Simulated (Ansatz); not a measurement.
Question: Name a neutral molecule of C, O, Sn and H with LUMO energy (PBE/def2-TZVPP) between -2.10 and -1.80 eV and size of the dipole moment (PBE/def2-TZVPP) between 1.80 and 2.10 D (Ansatz, PBE0-D4/def2-TZVP geometry).

Answer: `C1=[CH][SnH2][O]1` (-2.05 eV, 1.89 D). Other molecules can fit too; these were computed, each in one conformer that needn't be the lowest.
